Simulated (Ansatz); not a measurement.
Breaking the Bi1–H2 bond in BiFH2 (SMILES [F][BiH2]) (multiplicity 1 held, fragments rigid). Energies count from the point at 1.806 Å.
Geometry at that point (charge 0, multiplicity 1):
```xyz
4

Bi    -0.098    -0.115     0.123
H     -1.578     0.183    -0.868
H      0.324    -1.511    -0.943
F      1.041     1.209    -0.932
```

R- and RO- levels are restricted; in cc, def2 and unpolarised 6-31G sets they are followed outwards from rest. Unrestricted levels (U-) break spin symmetry where that is lower. Levels need not reach the same state.

Codes used: Ansatz (an electronic-structure program) with Gaussian orbitals. Values without a source in brackets are computed. In def2 rows elements past Kr take small-core potentials, without spin–orbit coupling.

One of these levels gives 89.62 kcal/mol for the energy at R = 5.779 Å. Which one is it?
A) U-HF/def2-TZVPP
B) R-PBE/def2-TZVPP
C) U-r2SCAN/def2-TZVPP
D) R-HF/def2-TZVPP

B, R-PBE/def2-TZVPP. The others give 144.52 (R-HF/def2-TZVPP), 40.89 (U-HF/def2-TZVPP), 61.56 (U-r2SCAN/def2-TZVPP)

Doubts at one or more of the structures used: a restricted determinant that unrestricted orbitals would lower (R-HF/def2-TZVPP, R-PBE/def2-TZVPP); a spin-contaminated determinant (U-HF/def2-TZVPP, U-r2SCAN/def2-TZVPP).
